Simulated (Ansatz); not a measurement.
Cartesian coordinates in Å:
```
Si -1.2569 0.4752 0.8866
N 0.1962 -0.1400 0.1005
Si 0.4252 0.1969 -1.6070
B 1.1477 -0.8791 0.8162
Cl 0.8979 -1.2069 2.5398
H -2.0900 -0.6322 1.4089
H -2.0024 1.1907 -0.1832
H -0.9153 1.4277 1.9679
H -0.7038 -0.3730 -2.3852
H 1.7044 -0.4125 -2.0382
H 0.4553 1.6651 -1.8271
H 2.1416 -1.3118 0.3208
```

The species carries charge 0 and has multiplicity 1.

Q: List the PBE/def2-TZVPP orbital energies in eV (Ansatz 0.2.0). (Estimate.)

A: Computed: Occupied: -2738.99, -1780.20, -1780.18, -380.79, -249.58, -190.26, -190.13, -190.09, -178.26, -137.92, -137.89, -94.68, -94.66, -94.63, -94.62, -94.61, -94.60, -21.81, -20.50, -14.06, -13.90, -11.90, -10.63, -10.57, -9.87, -8.71, -8.69, -8.56, -8.31, -8.31, -7.44, -7.17. Lowest empty: -1.53, -0.95, 0.18, 0.21, 0.23, 0.29, 0.80, 0.96.
